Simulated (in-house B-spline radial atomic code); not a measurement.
Configurations of Ni IV (Ni3+), with energies counted from [Ar] 3d7. All numbers are computed (non-relativistic LC-wPBE, spin-polarised, spherical fractional occupations; point nucleus) with a B-spline radial code for spherical atoms, not measured. Shells without spins written out take the highest spin.

Caution: exact exchange at fractional occupations of open shells leaves self-interaction of up to several eV.

Occupations are held fixed; configurations that lie above the ionisation limit could autoionise.

```
                                              configuration  E - E(ref) (eV)  highest orbital  its <r> (bohr)
                                               [Ar] 3d6 4d1           34.195            4d up           3.283
                 [Ne] 3s2 3p(2 up, 3 down) 3d(3 up, 5 down)           66.599            3d up          0.9038
                                       [Ne] 3s2 3p5 3d7 4s1           81.128            4s up           2.047
[Ne] 3s2 3p(2 up, 3 down) 3d(3 up, 4 down) 4s(1 up, 0 down)           90.235            4s up           2.073
[Ne] 3s2 3p(3 up, 2 down) 3d(4 up, 3 down) 4p(0 up, 1 down)              101          4p down             2.4
                                       [Ne] 3s2 3p5 3d7 4f1            110.8            4f up             4.7
```

Problem. Order these further configurations by energy, lowest first.
A. [Ne] 3s2 3p5 3d7 4d1
B. [Ne] 3s2 3p5 3d7 4p1
C. [Ar] 3d6 4p1
D. [Ar] 3d6 4s1
E. [Ar] 3d6 4f1

Solution. D (11.77 eV), C (22.688 eV), E (41.298 eV), B (92.083 eV), A (103.65 eV).

Problem. How far above the reference does [Ar] 3d(2 up, 4 down) 4d(1 up, 0 down) lie?

Solution. 44.946 eV; its least bound orbital is 4d up with <r> = 3.33 bohr.
